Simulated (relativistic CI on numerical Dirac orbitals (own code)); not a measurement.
## Hyperfine structure of Zr²⁰⁺, mass number 91

Computed by Dirac-Coulomb-Breit CI, KLI orbitals optimised for each configuration, a model potential for QED, unscaled Slater integrals (own radial code, finite nucleus).

Configurations in the expansion (outside the closed core [Ne]): 3s2 3p6 3d2, 3s2 3p5 3d3, 3s 3p6 3d3, 3s2 3p6 3d 4s, 3s2 3p6 3d 4p, 3s2 3p6 3d 4d, 3s2 3p6 3d 4f, 3s2 3p5 3d2 4s, 3s2 3p5 3d2 4p, 3s2 3p6 4s2, 3s2 3p6 4s 4p, 3p6 3d4, 3p5 3d5. Double excitations out of closed p, d and f shells are left out; levels of such configurations are missing from the list, as are those of other unlisted configurations, and high levels can miss mixing partners. These lack a partner that the ground configuration has and come out too high: 3s2 3p5 3d2 4s, 3s2 3p5 3d2 4p.

Nuclear spin I = 5/2, μ = -1.3022 μN, Q = -0.176 b (tables of Stone and Pyykkö). The electronic factors are computed for point nuclear moments, without core polarisation or the Bohr-Weisskopf and QED corrections.

| Level | E (cm⁻¹) | A (MHz) | B (MHz) |
| --- | --- | --- | --- |
| 3s2 3p6 3d2 3F_2 | 0 | -5089 | -401 |
| 3s2 3p6 3d2 3F_3 | 20490 | -3064 | -541 |
| 3s2 3p6 3d2 3F_4 | 39674 | -2463 | -829 |
| 3s2 3p6 3d2 1D_2 | 61518 | -2726 | 666 |
| 3s2 3p6 3d2 3P_1 | 71094 | -5.505 | -517 |
| 3s2 3p6 3d2 3P_2 | 93234 | -2089 | 920 |
| 3s2 3p6 3d2 1G_4 | 96981 | -3024 | -2880 |
| 3s2 3p5 3d3 5D°_2 | 887510 | -6059 | -2170 |

Levels with J = 0, under 50 % of one LS term, or S terms without an open s electron are left out. Small factors come from cancelling terms and can be off by tens of per cent or more.

At this charge energies of transitions that change n are usually good to better than 1 %, and those within a shell (Δn = 0) to a few per cent. Terms inside the open d or f shell come out 10 to 20 % too wide with unscaled integrals.

Task: Give the hyperfine levels of 3s2 3p6 3d2 3F_2 relative to its centre of gravity.

Result: With K = F(F + 1) − I(I + 1) − J(J + 1), E = AK/2 + B[¾K(K + 1) − I(I + 1)J(J + 1)]/[2I(2I − 1)J(2J − 1)]: F = 1/2: 35340, F = 3/2: 27890, F = 5/2: 15370, F = 7/2: -2374, F = 9/2: -25540 MHz.

LS names give the leading component of a level, which can be under half, so a name can repeat, a term be missing and a line seem to break the LS rules.
